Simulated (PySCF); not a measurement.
# Core binding energy against partial charge

Compound: C4H5ClSi.
Geometry (PBE0-D3(BJ)/def2-SVP, Å), atoms numbered from 1 in this order:
```xyz
11
C4H5ClSi angstrom
Cl     1.2863   -0.0099   -0.1093
C     -0.4329   -0.1384   -0.2557
C     -1.1115   -1.3021   -0.2654
Si    -2.9126   -0.8342   -0.4515
C     -2.5301    1.0026   -0.4980
C     -1.1949    1.1285   -0.3793
H     -0.6171   -2.2702   -0.1833
H     -3.7663   -1.2363    0.7072
H     -3.5413   -1.3507   -1.7049
H     -3.1898    1.8674   -0.5913
H     -0.6495    2.0772   -0.3667
```

Binding energies: PySCF, delta-SCF UKS SCAN, pcX-2 on the ionised atom, pcseg-1 elsewhere, spin-free X2C. Charges: PBE0/pcSseg-1 ground-state density, for the ionised atom.

```csv
atom,environment,C 1s (eV),Mulliken (e),IAO (e),Hirshfeld (e),ESP (e)
C3,alkene CH carbon,289.78,-0.285,-0.464,-0.161,-0.389
C5,alkene CH carbon,290.00,-0.364,-0.426,-0.135,-0.419
C6,alkene CH carbon,290.99,-0.020,-0.135,-0.046,-0.007
C2,vinylic C–Cl carbon,292.12,-0.202,-0.002,+0.019,+0.043
```

Problem. How well does each charge scheme correlate with the binding energies over these sites?

Solution. Hirshfeld: r = 0.99, slope 12.8 eV per e; IAO: r = 0.98, slope 4.7 eV per e; ESP: r = 0.92, slope 4.0 eV per e; Mulliken: r = 0.51, slope 3.7 eV per e. On 4 points no scheme stands out.

Problem. The point-charge model writes a binding energy as kq + V + constant, with V the potential of the other atoms' charges at the site. What does it give with the IAO charges?

Solution. V = Σ 14.40 eV Å × q/r over all other atoms: +5.19 eV at C3, +4.69 eV at C5, -0.12 eV at C6, -2.71 eV at C2. Fitting binding energy − V to q gives k = 21.7 eV per e and leaves an rms residual of 0.31 eV, against 0.19 eV for the fit on q alone. The model has no term for differences in relaxation between sites.

The unrestricted hole states depart most from a pure doublet (⟨S²⟩ = 0.75; over 0.85 named) for C 1s of C6 (0.93) and C 1s of C2 (0.93), which makes these values less certain. Isolated species at its PBE0-D3(BJ)/def2-SVP geometry, gas phase.
